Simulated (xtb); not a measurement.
C₃H₆ClIn, SMILES C=[CH][In]([CH3])[Cl]. All values are semi-empirical tight-binding results from xtb (GFN2-xTB unless named), good for trends rather than for accurate numbers. The structure is a stationary point at GFN2-xTB. The structure was generated by enumeration; whether it is a known compound was not checked. One conformer was computed; it need not be the lowest.

Optimised geometry:

```xyz
11

In    -0.1011     0.0004     0.1529
Cl     1.1760     1.8766    -0.3409
C     -1.2450     0.1998     2.0723
H     -2.0165    -0.5583     2.1705
H     -1.6885     1.1939     2.0706
H     -0.5368     0.1219     2.8955
C      0.1003    -1.5859    -1.4036
C     -0.5175    -2.7495    -1.3327
H      0.7487    -1.3461    -2.2415
H     -0.4077    -3.5099    -2.0987
H     -1.1666    -3.0101    -0.5076
```

For metal compounds this method's bond lengths and energies can be far off.

Question: Estimate the properties. (An estimate is asked for; the answer gives what the named calculation found.)

Answer: 
The orbital gap is 3.32 eV and the zero-point energy is 46.2 kcal/mol. The G − E(el) at 298.15 K (modified RRHO) is 23.3 kcal/mol.

Computed atomic charges and the Wiberg bond orders between heavy atoms:
charges (e) In1 0.17, Cl2 -0.27, C3 -0.16, H4 0.07, H5 0.07, H6 0.07, C7 -0.08, C8 -0.07, H9 0.08, H10 0.05, H11 0.06. Bond orders In1–Cl2 1.02, In1–C3 0.77, In1–C7 0.72, C7–C8 1.98.
